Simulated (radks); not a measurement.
Q: Ta58+, 15 electrons, occupied as [Ne] 3s2 3p3. Calculated with a radial shooting solver on a logarithmic mesh with Libxc functionals: scalar-relativistic Kohn-Sham, SCAN, spin-polarised, spherical densities, finite nucleus; open shells are filled with parallel spins first (spin-orbit coupling, left out, can overturn this in heavy ions); meta-GGA in the generalised Kohn-Sham scheme; Fermi nuclear charge, rms radius 5.3507 fm. Some entries of the table are withheld. Estimate them.

| orbital | occ. | eigenvalue (eV) | r(max) (bohr) | <1/r> (bohr^-1) |
|---|---|---|---|---|
| 1s up | 1 | -71981.70 | 0.01168 | 85.42 |
| 1s down | 1 | -71968.97 | 0.01167 | 85.43 |
| 2s up | 1 | -15968.43 | (1) | 20.23 |
| 2s down | 1 | -15959.82 | (2) | 20.22 |
| 2p up | 3 | -14564.31 | 0.05435 | (3) |
| 2p down | 3 | -14550.81 | 0.05440 | (4) |
| 3s up | 1 | -6397.881 | 0.1791 | 8.153 |
| 3s down | 1 | -6349.061 | 0.1793 | 8.127 |
| 3p up | 3 | -5975.567 | 0.1750 | 7.600 |

A: 
(1) 2s up r(max) (bohr): 0.06643
(2) 2s down r(max) (bohr): 0.06647
(3) 2p up <1/r> (bohr^-1): 18.35
(4) 2p down <1/r> (bohr^-1): 18.35
